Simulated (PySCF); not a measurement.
**Shapes and spin states of ZrHF**

Level of theory: PBE0/[Zr def2-TZVP with ECP28, H def2-TZVP, F def2-TZVP], scalar-relativistic core potentials, density fitting, no spin–orbit coupling, PySCF.

Relaxations began from a few typed shapes and spin states; open shells are unrestricted. The search is not exhaustive: other isomers or separated fragments can lie lower, and high-lying points may rest on an excited occupation.

```tsv
spin	group	bonds	angles	imaginary modes (cm⁻¹)	ΔE (kJ/mol)	ΔE with ZPE (kJ/mol)
triplet	Cs	Zr–F 1.890 Å, Zr–H 1.862 Å	F–Zr–H 118.4°	none	0.0	0.0
broken-symmetry Ms = 0 (⟨S²⟩ 0.93)	Cs	Zr–F 1.885 Å, Zr–H 1.850 Å	F–Zr–H 116.9°	none	16.5	16.7
triplet	C∞v	Zr–F 1.940 Å, Zr–H 1.957 Å	F–Zr–H 180.0°	423i, 423i	47.0	–
singlet (closed shell, unstable to spin polarisation)	Cs	Zr–F 1.861 Å, Zr–H 1.819 Å	F–Zr–H 108.3°	none	60.8	61.7
singlet (closed shell, unstable to spin polarisation)	C∞v	Zr–F 1.936 Å, Zr–H 1.901 Å	F–Zr–H 180.0°	548i, 548i	143.8	–
```

The lowest minimum found is the triplet Cs: Zr–F 1.890 Å, Zr–H 1.862 Å; F–Zr–H 118.4°.

For the lowest minimum: open d and f shells are described by one determinant, and the ground state may have another occupation or spin.

The electron or spin density has lower symmetry than the nuclear frame for the broken-symmetry Ms = 0 (⟨S²⟩ 0.93) Cs at 16.5 kJ/mol.
